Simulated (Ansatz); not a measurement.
## Abstraction of F: GeF4 + InH2 → GeF3 + InH2F

Species: GeF4 (tetrafluorogermane) `[F][Ge]([F])([F])[F]`, singlet; InH2 `[InH2]`, doublet; GeF3 `[F][Ge]([F])[F]`, doublet; InH2F `[F][InH2]`, singlet. A radical takes F: the energy is the difference in strength between the Ge–F bond broken and the In–F bond made.

Shapes, held fixed at every level: PBE0-D4/def2-TZVP. Programs: Ansatz 0.2.0. The zero-point and thermal change to 298 K, harmonic and unscaled (PBE0-D4/def2-TZVP), is +2.1 kJ/mol.

Task: Estimate ΔH(298 K) of this reaction.

Result: The highest level, CCSD(T)/def2-TZVPP, gives ΔH(298 K) = +50.9 kJ/mol; the levels span +12.9 to +59.7. The column of differences is taken from that level and isn't an error. No measured value is set beside it here. Open shells run unrestricted unless RO is named. For atoms past krypton def2 sets carry core potentials with scalar relativity. Relativity is left out for Ge unless named. Correlated rows may include outer-core shells of Ge, In, which these sets cover unevenly. Times are processor times on shared x86 and Arm servers, and rough.

| level | kind | ΔH(298 K) (kJ/mol) | less CCSD(T)/def2-TZVPP | CPU time (sum over the molecules) |
| --- | --- | --- | --- | --- |
| HF/def2-TZVPP | Hartree–Fock | +59.7 | +8.8 | – |
| PBE-D4/def2-TZVPP | GGA | +12.9 | -38.0 | 11 s |
| r2SCAN-D4/def2-TZVPP | meta-GGA | +28.3 | -22.6 | 22 s |
| PBE0-D4/def2-TZVPP | global hybrid | +31.6 | -19.3 | 13 s |
| r2SCAN0-D4/def2-TZVPP | global hybrid | +40.8 | -10.1 | 23 s |
| B2PLYP/def2-TZVPP | double hybrid | +31.6 | -19.3 | 21 s |
| CCSD/def2-SVP | coupled cluster or CI | +58.7 | +7.8 | – |
| CCSD(T)/def2-TZVPP | coupled cluster or CI | +50.9 | 0.0 | 2 min |
